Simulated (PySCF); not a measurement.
Broadened absorption spectrum of C5H6ClF3

Species: C5H6ClF3.
SMILES: `FC(F)(F)[C@@H]1CC[C@@H]1Cl`

Level of theory: TDDFT wB97X-D/def2-SVPD, vertical, gas phase, core orbitals frozen in the response (PySCF). Geometry: GFN2-xTB, one conformer, isolated molecule. Torsions of this conformer, `[F:1][C:2]([F:3])([F:4])[C@@H:5]1[CH2:6][CH2:7][C@@H:8]1[Cl:9]`: F1–C2–C5–C6 -69°.

Broadening: Gaussians 0.4 eV wide at half height, area fixed by f = 4.319×10⁻⁹ ∫ε dν̃. The cross-section is σ = 3.8235×10⁻²¹ ε cm², given in Mb (10⁻¹⁸ cm²). The width is an assumption, not a result. The curve ends short of the highest state used, and states not computed would add to its high-energy end.

```csv
λ (nm),σ (Mb)
141.5,3.70
142.3,3.64
143.0,4.27
143.8,5.59
144.5,7.07
145.2,8.63
146.0,10.21
146.7,11.19
147.5,11.67
148.2,11.48
149.0,10.61
149.7,9.42
150.5,7.79
151.2,6.29
152.0,4.68
152.7,3.46
153.4,2.46
154.2,1.59
154.9,1.04
155.7,0.62
156.4,0.39
157.2,0.25
157.9,0.19
158.7,0.19
159.4,0.23
160.2,0.33
160.9,0.45
161.6,0.60
162.4,0.80
163.1,0.99
163.9,1.22
164.6,1.40
165.4,1.58
166.1,1.69
166.9,1.75
167.6,1.74
168.4,1.66
169.1,1.55
169.9,1.38
170.6,1.20
171.3,1.02
172.1,0.82
172.8,0.66
173.6,0.49
174.3,0.37
175.1,0.26
175.8,0.19
176.6,0.13
177.3,0.09
178.1,0.05
178.8,0.04
179.5,0.02
180.3,0.01
181.0,0.01
181.8,0.00
182.5,0.00
```

Question: Where are the band maxima, and which computed states make them?

Answer: 167 nm (7.42 eV), ε about 460, made up of S1 (65%) and S2 (35%); 148 nm (8.40 eV), ε about 3100, made up of S3 (26%) and S4 (74%) (ε in L mol⁻¹ cm⁻¹; maxima over ε = 5, shares over 10%). At its high-energy end, 8.76 eV, the curve is still rising (ε about 960, from S4, S5 and S6). The states used: S1 7.39 eV (f 0.0045); S2 7.46 eV (f 0.0024); S3 8.31 eV (f 0.013); S4 8.43 eV (f 0.034); S5 9.07 eV (f 0.035); S6 9.15 eV (f 0.026); S7 9.23 eV (f 0.024); S8 9.36 eV (f 0.020).

Question: What would ε be at 8.40 eV, the highest of these maxima, with half the width (0.2 eV)?

Answer: About 5410 L mol⁻¹ cm⁻¹ against 3060, a factor of about 1.8; a lone state at its own centre would give exactly 2.

Question: Coming from long wavelengths, where does ε first pass 100 L mol⁻¹ cm⁻¹?

Answer: At about 174 nm (7.12 eV), 0.28 eV below S1.

On an Arm Neoverse V1 with one thread, shared host, this took 80 s wall.
